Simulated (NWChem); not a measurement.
System: AlH$_{2}$SF; SMILES [F][AlH][SH]

Parts of the log:

```
             Northwest Computational Chemistry Package (NWChem) 7.3.0
             --------------------------------------------------------

                             Geometry "geometry" -> ""
                             -------------------------

 Output coordinates in angstroms (scale by  1.889725989 to convert to a.u.)

  No.       Tag          Charge          X              Y              Z
 ---- ---------------- ---------- -------------- -------------- --------------
    1 Al                  13.0000    -0.50366100    -0.59561400     0.00000000
    2 F                    9.0000     0.61158700    -1.82884000     0.00000000
    3 H                    1.0000    -2.03946900    -0.93691900     0.00000000
    4 S                   16.0000     0.28522600     1.42868400     0.00000000
    5 H                    1.0000    -0.95460800     1.97043900     0.00000000

 Effective nuclear repulsion energy (a.u.)     130.0307918166

                              NWChem Property Module
                              ----------------------

  itol2e modified to match energy
  convergence criterion.

                                 NWChem DFT Module
                                 -----------------

 Summary of "ao basis" -> "ao basis" (spherical)
 ------------------------------------------------------------------------------
       Tag                 Description            Shells   Functions and Types
 ---------------- ------------------------------  ------  ---------------------
 Al                         pcsseg-1                10       24   4s5p1d
 F                          pcsseg-1                 7       17   3s3p1d
 H                          pcsseg-1                 3        5   2s1p
 S                          pcsseg-1                10       24   4s5p1d

  itol2e modified to match energy
  convergence criterion.

            General Information
            -------------------
          SCF calculation type: DFT
          Wavefunction type:  closed shell.
          No. of atoms     :     5
          No. of electrons :    40
           Alpha electrons :    20
            Beta electrons :    20
          Charge           :     0
          Spin multiplicity:     1
          Use of symmetry is: off; symmetry adaption is: off
          Maximum number of iterations: 150
          AO basis - number of functions:    75
                     number of shells:    33
          Convergence on energy requested:  1.00D-07
          Convergence on density requested:  1.00D-05
          Convergence on gradient requested:  5.00D-04

              XC Information
              --------------
                        BHLYP Method XC Functional
                     Hartree-Fock (Exact) Exchange  0.500
                        Slater Exchange Functional  0.500 local
                    Becke 1988 Exchange Functional  0.500 non-local
              Lee-Yang-Parr Correlation Functional  1.000

             Grid Information
             ----------------
          Grid used for XC integration:  fine
          Radial quadrature: Mura-Knowles
          Angular quadrature: Lebedev.
          Tag              B.-S. Rad. Rad. Pts. Rad. Cut. Ang. Pts.
          ---              ---------- --------- --------- ---------
          Al                  1.25      123          10.0       770
          F                   0.50       70          11.0       590
          H                   0.35       60          11.0       590
          S                   1.00      123          10.0       770
          Grid pruning is: on
          Number of quadrature shells:   436
          Spatial weights used:  Erf1

      Superposition of Atomic Density Guess
      -------------------------------------

 Sum of atomic energies:        -739.66570484

      Non-variational initial energy
      ------------------------------

 Total energy =    -740.038393
 1-e energy   =   -1284.537105
 2-e energy   =     414.467921
 HOMO         =      -0.350442
 LUMO         =       0.011008

   convergence    iter        energy       DeltaE   RMS-Dens  Diis-err
 ---------------- ----- ----------------- --------- --------- ---------
 d= 0,ls=0.0,diis     1   -741.6349698588 -8.72D+02  1.08D-02  6.92D-01
 d= 0,ls=0.0,diis     2   -741.6485478409 -1.36D-02  4.99D-03  7.42D-01
 d= 0,ls=0.0,diis     3   -741.7050826292 -5.65D-02  8.41D-04  1.24D-02
 d= 0,ls=0.0,diis     4   -741.7059522317 -8.70D-04  3.32D-04  7.62D-04
 d= 0,ls=0.0,diis     5   -741.7060637142 -1.11D-04  7.76D-05  4.39D-05
  Resetting Diis
 d= 0,ls=0.0,diis     6   -741.7060686846 -4.97D-06  1.94D-05  1.88D-06
 d= 0,ls=0.0,diis     7   -741.7060689834 -2.99D-07  4.18D-06  4.47D-08
 d= 0,ls=0.0,diis     8   -741.7060689907 -7.29D-09  1.30D-06  2.55D-08

         Total DFT energy =     -741.706068990702
      One electron energy =    -1287.199439293389
           Coulomb energy =      471.063970620402
    Exchange-Corr. energy =      -55.601392134354
 Nuclear repulsion energy =      130.030791816640

 Numeric. integr. density =       40.000000092643

[...]

          -----------------------------------------
          Chemical Shielding Tensors (GIAO, in ppm)
          -----------------------------------------

                                NWChem CPHF Module
                                ------------------

  scftype          =     RHF
  nclosed          =       20
  nopen            =        0
  variables        =     1100
  # of vectors     =        3
  tolerance        = 0.10D-03
  level shift      = 0.00D+00
  max iterations   =       50
  max subspace     =       30

 SCF residual:    5.3055079134216560E-005

Iterative solution of linear equations
  No. of variables     1100
  No. of equations        3
  Maximum subspace       30
        Iterations       50
       Convergence  1.0D-04

   iter   nsub   residual    time
   ----  ------  --------  ---------
     1      3    5.36D-01      21.4
     2      6    4.34D-02      24.0
     3      9    6.05D-03      26.7
     4     12    4.69D-04      29.3
     5     15    3.97D-05      32.2

      Atom:    1  Al
        Diamagnetic
    791.0854     -1.3621     -0.0000
     -1.3621    797.4233      0.0000
     -0.0000      0.0000    791.8026

        Paramagnetic
   -394.4658     74.1529      0.0000
     74.1529   -365.0409     -0.0000
      0.0000     -0.0000   -419.5160

        Total Shielding Tensor
    396.6196     72.7908      0.0000
     72.7908    432.3824     -0.0000
      0.0000     -0.0000    372.2866

           isotropic =     400.4296
          anisotropy =     133.5396

          Principal Components and Axis System
                 1           2           3
              489.4560    372.2866    339.5461

      1         0.6170      0.0000      0.7869
      2         0.7869     -0.0000     -0.6170
      3        -0.0000      1.0000     -0.0000

      Atom:    2  F
        Diamagnetic
    472.7233    -12.8878     -0.0000
    -12.8878    478.6796      0.0000
     -0.0000      0.0000    463.0254

        Paramagnetic
   -158.9958    -68.0433      0.0000
    -68.0433   -153.6825     -0.0000
      0.0000     -0.0000   -108.7100

        Total Shielding Tensor
    313.7275    -80.9311     -0.0000
    -80.9311    324.9971     -0.0000
     -0.0000     -0.0000    354.3153

           isotropic =     331.0133
          anisotropy =     104.2140

          Principal Components and Axis System
                 1           2           3
              400.4893    354.3153    238.2352

      1        -0.6821     -0.0000      0.7313
      2         0.7313      0.0000      0.6821
      3        -0.0000      1.0000      0.0000

      Atom:    3  H
        Diamagnetic
     34.9164      2.9753      0.0000
      2.9753     25.4437      0.0000
      0.0000      0.0000     23.1166

        Paramagnetic
     -3.2496      0.0957     -0.0000
      0.0957      0.4214     -0.0000
     -0.0000     -0.0000      0.0598

        Total Shielding Tensor
     31.6668      3.0709     -0.0000
      3.0709     25.8651     -0.0000
     -0.0000     -0.0000     23.1764

           isotropic =      26.9027
          anisotropy =       9.1314

          Principal Components and Axis System
                 1           2           3
               32.9903     24.5416     23.1764

      1         0.9183     -0.3958      0.0000
      2         0.3958      0.9183      0.0000
      3        -0.0000     -0.0000      1.0000

      Atom:    4  S
        Diamagnetic
   1058.0201     -0.2133     -0.0000
     -0.2133   1060.8982      0.0000
     -0.0000      0.0000   1054.0354

        Paramagnetic
   -381.8038     14.6542     -0.0000
     14.6542   -314.1680      0.0000
     -0.0000      0.0000   -373.7141

        Total Shielding Tensor
    676.2163     14.4409     -0.0000
     14.4409    746.7303      0.0000
     -0.0000      0.0000    680.3213

           isotropic =     701.0893
          anisotropy =      72.7257

          Principal Components and Axis System
                 1           2           3
              749.5731    680.3213    673.3734

      1         0.1932     -0.0000      0.9812
      2         0.9812     -0.0000     -0.1932
      3         0.0000      1.0000      0.0000

      Atom:    5  H
        Diamagnetic
     38.7160     -8.8049      0.0000
     -8.8049     29.7551      0.0000
      0.0000      0.0000     20.3128

        Paramagnetic
     -1.3431      2.1513     -0.0000
      2.1513      1.5028     -0.0000
     -0.0000     -0.0000      4.1824

        Total Shielding Tensor
     37.3729     -6.6536     -0.0000
     -6.6536     31.2579     -0.0000
     -0.0000     -0.0000     24.4952

           isotropic =      31.0420
          anisotropy =      15.8938

          Principal Components and Axis System
                 1           2           3
               41.6379     26.9929     24.4952

      1         0.8419      0.5397      0.0000
      2        -0.5397      0.8419      0.0000
      3        -0.0000     -0.0000      1.0000
```

Level: BHandHLYP/pcSseg-1, GIAO. All runs use the structure optimised with PBE0/def2-SVP. The printed shielding anisotropy is the first printed principal value minus the mean of the other two.

Q: Which NWChem input produces such a log?

A: One answer among several that fit: the input that was run:
```
start job
memory heap 200 mb stack 900 mb global 1100 mb
geometry units angstroms noautosym nocenter noautoz
  Al    -0.503661    -0.595614     0.000000
  F      0.611587    -1.828840     0.000000
  H     -2.039469    -0.936919     0.000000
  S      0.285226     1.428684     0.000000
  H     -0.954608     1.970439     0.000000
end
basis spherical
  * library pcsseg-1
end
dft
  xc bhlyp
  iterations 150
end
property
  shielding
end
task dft property
```
